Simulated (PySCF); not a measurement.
SMILES [CH3][Sn]([Cl])([Cl])[Br] (CH3BrCl2Sn) (PBE0/def2-SVP optimised geometry):

```
8

C      1.366    -0.631     0.000
Sn    -0.762    -0.631     0.000
Cl    -1.612    -1.740    -1.875
Cl    -1.614    -1.744     1.872
Br    -1.715     1.656     0.000
H      1.715     0.044    -0.793
H      1.715    -0.282     0.981
H      1.711    -1.656    -0.188
```

Calculation: PBE0/def2-TZVP, def2 effective core potentials past Kr (PySCF).

### Question
What are the frontier orbital energies and the dipole moment?

### Answer
HOMO-2 -9.06 eV, HOMO-1 -8.77 eV, HOMO -8.75 eV, LUMO -2.37 eV, LUMO+1 -0.17 eV; dipole moment 3.35 D.
